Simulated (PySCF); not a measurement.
**Electron correlation in C (carbon, neutral)**

[He] 2s2 2p2, high-spin 3P determinant. Computed with PySCF 2.14 in jorge-DZP-DKH (4s2p1d, 15 functions), with the spin-free X2C one-electron Hamiltonian (Gaussian nucleus). Frozen: 1s2; 4 electrons correlated.

MP2 pair energies summed by pair of shells (mhartree):

| pair | energy | share (%) |
| --- | --- | --- |
| 2s-2p | -30.32 | 58.3 |
| 2s-2s | -16.47 | 31.7 |
| 2p-2p | -5.21 | 10.0 |

Total MP2 correlation energy: -52.00 mhartree.

Same-spin part -9.07 and opposite-spin part -42.93 mhartree; SCS-MP2 scales them by 1/3 and 6/5 to -54.54 mhartree.

| level | correlation energy (mhartree) |
| --- | --- |
| CCSD | -72.78 |
| (T) | -0.93 |
| CCSD(T) | -73.71 |

Diagnostics: T1 = 0.0075, D1 = 0.0150, largest double amplitude 0.117.

Question: Is a single reference adequate?

Answer: Mostly. T1 lies below 0.03, but a double amplitude of this size points to a near-degeneracy that CCSD handles and MP2 describes poorly.
